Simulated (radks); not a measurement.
Ho28+, configuration [Kr] 4d3. All-electron calculation, scalar-relativistic Kohn-Sham, PBEsol, spin-polarised, spherical densities, finite nucleus; open shells are filled with parallel spins first (spin-orbit coupling, left out, can overturn this in heavy ions); Fermi nuclear charge, rms radius 5.2022 fm. Program: a radial shooting solver on a logarithmic mesh with Libxc functionals.

Normalised radial functions P(r) = r R(r), r in bohr:

r         4s down  4p down  4d down
0.002236   0.2412   0.0138   0.0001
0.00323    0.3076   0.0257   0.0003
0.00463    0.3758   0.0469   0.0009
0.00669    0.4344   0.0855   0.0024
0.009666   0.4534   0.1521   0.0066
0.01385    0.3915   0.2567   0.0170
0.02002    0.1967   0.4104   0.0434
0.02892   -0.1476   0.5899   0.1049
0.04146   -0.5382   0.7063   0.2308
0.0599    -0.7192   0.5926   0.4612
0.08654   -0.3292   0.0750   0.7766
0.124      0.5540  -0.6855   0.9954
0.1792     1.0535  -1.0064   0.7545
0.259      0.1280  -0.1247  -0.2018
0.3712    -1.3955   1.2930  -1.3193
0.5363    -1.6043   1.6083  -1.5494
0.7748    -0.6294   0.7162  -0.7727
1.111     -0.0823   0.1123  -0.1514
1.605     -0.0022   0.0040  -0.0076

4s down: eigenvalue -1269.6 eV, 3 radial nodes at r = 0.0251, 0.100, 0.267 bohr, <r> = 0.478 bohr, 90 % of the charge inside 0.677 bohr. 4p down: eigenvalue -1152.7 eV, 2 radial nodes at r = 0.0899, 0.267 bohr, <r> = 0.493 bohr, 90 % of the charge inside 0.704 bohr. 4d down (empty): eigenvalue -999.25 eV, 1 radial node at r = 0.243 bohr, <r> = 0.499 bohr, 90 % of the charge inside 0.727 bohr.
